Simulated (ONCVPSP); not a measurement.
## Ge (Z = 32): one change to an ONCV potential, before and after

Ge, optimised norm-conserving Vanderbilt (ONCV), made with ONCVPSP 4.0.1 (PBEsol, scalar-relativistic). Core [Ar] 3d10, reference 4s2 4p1.5 (charge +0.5). Waves: 4s: rc 1.50 bohr, ncon 5, nbas 9, qcut 4.7 1/bohr, 2 projectors, debl 3.8 Ha; 4p: rc 2.30 bohr, ncon 4, nbas 9, qcut 3.4 1/bohr, 2 projectors, debl 3.5 Ha. Local part: polynomial inside 1.10 bohr (lpopt 5, dvloc0 0 Ha). Core correction: Teter function, fcfact 2.25, rcfact 1.2.

Change: core correction Teter function, fcfact 6.8, rcfact 1.2.

Cutoffs: the cutoffs (Ha) at which the residual kinetic energy of the hardest occupied pseudo-wave falls to 1 and 0.1 mHa per electron; they do not see the model core or the augmentation charge, which bear on the density cutoff. Errors are all-electron minus pseudo energies relative to the spin-unpolarised reference configuration.

What does the change do?

The potential gets neither clearly harder nor softer (29 Ha and 94 Ha → 29 Ha and 94 Ha); both files keep a bound ghost (s); of the 3 tests that both files solve, the error grows in 0 and shrinks in 3 by more than 15 % and 0.3 meV (median size 2.6 → 1.8 meV). A model core, the more so a compact one, raises the density cutoff, which this test does not measure.

| quantity | base | changed |
| --- | --- | --- |
| cutoff, loose | 29 Ha | 29 Ha |
| cutoff, tight | 94 Ha | 94 Ha |
| bound ghosts | s | s |
| GHOST(+) flags under 300 eV | p at 140.2 eV | p at 140.2 eV |
| tests with a reliable result | 3 of 4 | 3 of 4 |
| error for 4s2 4p2, meV [ΔE -2.80 eV] | -0.4 | +0.1 |
| error for 4s2 4p1, meV [ΔE 4.65 eV] | -2.6 | -1.8 |
| error for 4s2 4p0, meV [ΔE 20.10 eV] | -32 | -27 |
| s: phases at 1.52 bohr within 0.05 rad from the reference energy up to (Ha; the scan ends near 5) | to the end of the scan | to the end of the scan |
| p: phases at 2.34 bohr within 0.05 rad from the reference energy up to (Ha; the scan ends near 5) | 4.9 | 4.9 |
| rms error of d²Exc/dni dnj with the model core, mHa | 3.26 | 1.04 |

 A true bound ghost makes a file unfit for plane-wave use even where its test errors are small: the radial tests pick states by their node count and pass the ghost by.
